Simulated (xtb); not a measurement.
C$_{3}$H$_{3}$, charge -1, singlet, at a GFN2-xTB geometry; GFN2-xTB in xtb.

Here is a job for xtb.
```
$ xtb mol.xyz --gfn 2 --chrg -1 --uhf 0 --json

# file mol.xyz
6

C     -0.00058846    -0.06735310     0.13145175
C      0.01272709     0.42165409     1.28692893
C     -0.00916618    -0.23508926    -1.20054090
H      0.00817204    -0.08669387     2.25254432
H      0.90933867    -0.33006222    -1.78374476
H     -0.93534543    -0.29851433    -1.77583821
```

Question: Write the output that xtb gives for this input, abridged.

Answer: 
```
   ID    Z sym.   atoms
    1    6 C      1-3
    2    1 H      4-6

           -------------------------------------------------
          |                Calculation Setup                |
           -------------------------------------------------

           -------------------------------------------------
          |                 G F N 2 - x T B                 |
           -------------------------------------------------

          ...................................................
          :                      SETUP                      :
          :.................................................:
          :  # basis functions                  15          :
          :  # atomic orbitals                  15          :
          :  # shells                            9          :
          :  # electrons                        16          :
          :  max. iterations                   250          :
          :  Hamiltonian                  GFN2-xTB          :
          :  restarted?                      false          :
          :  GBSA solvation                  false          :
          :  PC potential                    false          :
          :  electronic temp.          300.0000000     K    :
          :  accuracy                    1.0000000          :
          :  -> integral cutoff          0.2500000E+02      :
          :  -> integral neglect         0.1000000E-07      :
          :  -> SCF convergence          0.1000000E-05 Eh   :
          :  -> wf. convergence          0.1000000E-03 e    :
          :  Broyden damping             0.4000000          :
          :  net charge                         -1          :
          :  unpaired electrons                  0          :
          ...................................................

 iter      E             dE          RMSdq      gap      omega  full diag
   1     -8.1214305 -0.812143E+01  0.686E+00    4.67       0.0  T
   2     -8.1280271 -0.659665E-02  0.425E+00    4.21       1.0  T
   3     -8.1154711  0.125560E-01  0.325E+00    4.31       1.0  T
   4     -8.1531807 -0.377096E-01  0.671E-01    4.35       1.0  T
   5     -8.1543689 -0.118815E-02  0.235E-01    4.22       1.0  T
   6     -8.1544857 -0.116806E-03  0.789E-02    4.26       1.0  T
   7     -8.1544976 -0.119400E-04  0.337E-02    4.25       1.2  T
   8     -8.1545001 -0.245137E-05  0.336E-03    4.26      12.1  T
   9     -8.1545001 -0.298044E-07  0.856E-04    4.26      47.7  T
[...]
         :: total energy              -7.980028770064 Eh    ::
[...]
      -------------------------------------------------------------
                  HL-Gap            0.1564203 Eh            4.2564 eV
             Fermi-level            0.0378992 Eh            1.0313 eV

     #   Z          covCN         q      C6AA      α(0)
     1   6 C        1.961    -0.113    34.216     9.446
     2   6 C        1.906    -0.315    40.891    10.327
     3   6 C        2.830    -0.212    33.615     9.501
     4   1 H        0.924    -0.121     6.368     3.946
     5   1 H        0.924    -0.120     6.303     3.926
     6   1 H        0.924    -0.120     6.303     3.926

 Mol. C6AA /au·bohr⁶  :        654.408451
 Mol. C8AA /au·bohr⁸  :      15187.588053
 Mol. α(0) /au        :         41.072588

Wiberg/Mayer (AO) data.
largest (>0.10) Wiberg bond orders for each atom

 ---------------------------------------------------------------------------
     #   Z sym  total        # sym  WBO       # sym  WBO       # sym  WBO
 ---------------------------------------------------------------------------
     1   6 C    3.950 --     2 C    2.375     3 C    1.560
     2   6 C    3.609 --     1 C    2.375     4 H    0.938     3 C    0.235
     3   6 C    3.737 --     1 C    1.560     6 H    0.953     5 H    0.953
                             2 C    0.235
     4   1 H    0.985 --     2 C    0.938
     5   1 H    0.986 --     3 C    0.953
     6   1 H    0.986 --     3 C    0.953
 ---------------------------------------------------------------------------

Topologies differ in total number of bonds
Writing topology from bond orders to xtbtopo.mol

molecular dipole:
                 x           y           z       tot (Debye)
 q only:        0.000       0.020      -0.025
   full:       -0.006      -0.322      -0.145       0.897
molecular quadrupole (traceless):
                xx          xy          yy          xz          yz          zz
 q only:        3.369       0.002       3.963      -0.077      -1.820      -7.332
  q+dip:        2.194      -0.024       1.381      -0.063      -2.240      -3.576
   full:        3.362      -0.042       1.607      -0.083      -2.759      -4.969

           -------------------------------------------------
          | TOTAL ENERGY               -7.980028770064 Eh   |
          | GRADIENT NORM               0.000075718744 Eh/α |
          | HOMO-LUMO GAP               4.256413173436 eV   |
           -------------------------------------------------

normal termination of xtb
```
